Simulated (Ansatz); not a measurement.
Geometry optimisation, RKS PBE-D4/def2-SVP (Ansatz 0.2.0).

Input file:

```yaml
crystal:
  periodic: [false, false, false]
  atoms:
    - { symbol: Si, position_ang: [-0.0336, 1.9302, 0.187] }
    - { symbol: Si, position_ang: [-0.3266, 0.1022, 1.3727] }
    - { symbol: Se, position_ang: [1.3368, -1.3474, 0.8801] }
    - { symbol: Ge, position_ang: [0.4646, -1.8727, -1.1857] }
    - { symbol: H, position_ang: [1.2422, 2.5515, 0.4275] }
    - { symbol: H, position_ang: [-1.1302, 2.9501, 0.5529] }
    - { symbol: H, position_ang: [-0.1733, 1.6685, -1.2529] }
    - { symbol: H, position_ang: [-0.2316, 0.4646, 2.7957] }
    - { symbol: H, position_ang: [-1.6178, -0.4988, 1.1158] }
    - { symbol: H, position_ang: [0.4526, -0.6516, -2.0983] }
    - { symbol: H, position_ang: [1.1606, -3.0551, -1.809] }
    - { symbol: H, position_ang: [-1.0666, -2.2967, -0.9519] }
basis:
  gaussian: { orbitals: def2-SVP }
hamiltonian:
  xc: pbe
  dispersion: d4
relax:
  f_tol: 0.015
  max_steps: 40
```

Command:

```bash
$ ansatz run input.yaml --threads 2 --pin off --max-ram 3072MiB --backend cpu --events-out ev --progress --plain --runs-dir out
```

Where does it end, and by what steps?

The forces met the threshold. After 5 steps the energy has fallen by 0.401 eV; H12 moved furthest, 0.18 Å.

```tsv
step	energy less start (eV)	largest force component (eV/Å)	accepted
0	0.0000	1.752	yes
1	-0.3727	0.379	yes
2	-0.3876	0.155	yes
3	-0.4000	0.055	yes
4	-0.4003	0.043	yes
5	-0.4006	0.011	yes
```

```xyz
12
Properties=species:S:1:pos:R:3
Si -0.078 2.087 0.181
Si -0.329 0.109 1.432
Se 1.310 -1.426 0.889
Ge 0.400 -1.974 -1.243
H 1.275 2.683 0.463
H -1.143 3.090 0.541
H -0.181 1.788 -1.290
H -0.149 0.389 2.901
H -1.698 -0.488 1.216
H 0.466 -0.754 -2.199
H 1.278 -3.130 -1.781
H -1.074 -2.429 -1.077
```

The run took 23 s on 2 threads of Arm Neoverse V2, with other jobs on the host, peak memory 0.21 GiB.
